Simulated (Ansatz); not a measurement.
**Energy on a grid of two coordinates**

GeH₂I (SMILES [GeH2][I]), doublet, PBE0-D4/def2-TZVP minimum:

```json
{"atom": "Ge1", "x (Å)": "-0.0308", "y (Å)": "-0.3313", "z (Å)": "-0.4388"}
{"atom": "I2", "x (Å)": "1.4895", "y (Å)": "-0.1641", "z (Å)": "1.5501"}
{"atom": "H3", "x (Å)": "-1.4666", "y (Å)": "-0.5669", "z (Å)": "0.0849"}
{"atom": "H4", "x (Å)": "0.0635", "y (Å)": "1.0019", "z (Å)": "-1.2165"}
```

Rows set the bond length Ge1–H4 (Å; 1.546 at the minimum), columns the angle H3–Ge1–H4 (°; 111.0), set in this order; the parts move rigidly, in a bend the first-named atom's side turns in the plane, and in a torsion the whole end group turns. CCSD(T) energies count from the value at that structure, in eV. Computed with Ansatz 0.2.0 (basis: def2-TZVPP); correlated methods freeze the cores; orbitals are unrestricted. Filled d shells of the heavier atoms are correlated. Core potentials replace the inner electrons of the atoms past krypton. The def2 sets are not built for correlating such inner shells, so the correlated values are less sure here.

```
Ge1–H4 \ H3–Ge1–H4   81.0   96.0  111.0  126.0  141.0
             1.268  1.515  1.071  0.906      ?  1.255
             1.429  0.660  0.249  0.111  0.208  0.506
             1.664  0.570      ?  0.108  0.228  0.544
             1.938  1.121  0.822      ?  0.873  1.178
```

(1) Fill in the withheld cells. (Judge from chemistry; the value comes from the calculation.)

No T1 diagnostic of these runs exceeds 0.018. ⟨S²⟩ of the unrestricted Hartree–Fock references: 0.76 to 0.80 (a pure state has 0.75).

Results:

(1) Computed: (1.268, 126.0): 0.979; (1.664, 96.0): 0.211; (1.938, 111.0): 0.748 eV. These count from the CCSD(T) energy at the PBE0-D4 minimum.

The same grid for a cheaper method: HF − CCSD(T), both counted from the minimum, in eV:
```json
{"Ge1–H4 \\ H3–Ge1–H4": "1.268", "81.0": "0.144", "96.0": "0.079", "111.0": "0.056", "126.0": "0.069", "141.0": "0.118"}
{"Ge1–H4 \\ H3–Ge1–H4": "1.429", "81.0": "0.096", "96.0": "0.030", "111.0": "0.008", "126.0": "0.021", "141.0": "0.071"}
{"Ge1–H4 \\ H3–Ge1–H4": "1.664", "81.0": "0.096", "96.0": "0.032", "111.0": "0.011", "126.0": "0.026", "141.0": "0.078"}
{"Ge1–H4 \\ H3–Ge1–H4": "1.938", "81.0": "0.169", "96.0": "0.106", "111.0": "0.086", "126.0": "0.100", "141.0": "0.143"}
```

For scale, one of the runs: CCSD(T)/def2-TZVPP, 126 basis functions (an equivalent command: `ansatz run in.yaml --threads 4`). Hardware: 4 CPU threads, shared host. Wall time 29 s; peak host memory 1.6 GiB.
